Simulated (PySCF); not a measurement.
Computed beside measured shifts

System: triphenylphosphine (C18H15P), SMILES c1ccc(P(c2ccccc2)c2ccccc2)cc1.

Atom-mapped SMILES (hydrogens are numbered by the atom that bears them): [cH:1]1[cH:2][cH:3][c:4]([P:5]([c:6]2[cH:7][cH:8][cH:9][cH:10][cH:11]2)[c:12]2[cH:13][cH:14][cH:15][cH:16][cH:17]2)[cH:18][cH:19]1

Level of theory: GIAO KT3/pcSseg-2, gas phase, PySCF SCF with an in-house response code, fitting set def2-universal-JFIT, grid level 2, non-relativistic, on the PBE0-D3(BJ)/def2-SVP geometry.

One optimised conformer. Values are averaged over the atoms that symmetry or fast rotation interchanges, on this one geometry and without vibrational averaging. Shifts are the reference shielding less the shielding here, at the same level (13C, 1H against isolated TMS; 31P against isolated H3PO4); nuclei without a reference have shieldings only.

(1) What shifts does this level give for P5, P5, P5, P5, and how do they compare with measurement?

## Answers

(1) 
```csv
atom,nucleus,computed / ppm,measured / ppm,computed less measured,measured against,medium of the measurement
P5,31P,-12.3,-5.28,-7.0,85 % H3PO4,solution
P5,31P,-12.3,-5.35,-7.0,85 % H3PO4,Chloroform-d
P5,31P,-12.3,-6,-6.3,85 % H3PO4,not stated
P5,31P,-12.3,-4.7,-7.6,85 % H3PO4,CDCl3
```

Computed 19F and 31P shifts carry an offset from the reference molecule (CFCl3 is hard for DFT, lone H3PO4 or PH3 isn't the 85 % acid), so differences between compounds are more accurate than the values.

Measured values: B. Maryasin, H. Zipse, Phys. Chem. Chem. Phys. 13 (2011) 5150; E. Pretsch, P. Bühlmann, M. Badertscher, Structure Determination of Organic Compounds, 4th ed., Springer 2009; W. H. Hersh, T.-Y. Chan, Beilstein J. Org. Chem. 19 (2023) 36, supporting information; supporting information or article, doi 10.1039/d5cc00716j.
